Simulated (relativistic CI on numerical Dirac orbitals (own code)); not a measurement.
**Eu4+ (4f5) in a crystal field**

Calculated by Dirac-Coulomb-Breit CI, orbitals from a KLI potential per configuration, model QED (radiative potential, 1s self-energy scaled to tabulated hydrogen-like ionisation energies), valence Slater integrals scaled by 0.75, one configuration in a parametric crystal field (own radial code).

Field parameters in Wybourne normalisation; cubic f-shell fields have B⁴₄ = √(5/14) B⁴₀ and B⁶₄ = −√(7/2) B⁶₀. The field is a parameter set, without covalency.

S is read from ⟨S²⟩ = S(S + 1).

Powder χT (cm³ K mol⁻¹) by Van Vleck's formula, with temperature-independent terms:

```
                                                              Field     2 K     5 K    10 K    20 K    50 K  100 K  200 K  300 K
D4h, B20 = -1410, B40 = 450, B44 = 830, B60 = 690, B64 = -1030 cm⁻¹  0.0363  0.0386  0.0424  0.0501  0.0731  0.111  0.185  0.254
                                  Oh, B40 = -2660, B60 = -1120 cm⁻¹  0.0466  0.0491  0.0534  0.0619  0.0874   0.13  0.208  0.278
```

(1) For Oh, B40 = -2660, B60 = -1120 cm⁻¹: what effective moment follows at 300 K?

Results:

(1) μ_eff = √(8χT) = 1.49 μB. The LS value g√(J(J + 1)) of the free ion's ⁶H°5/2 level is 0.85 μB.
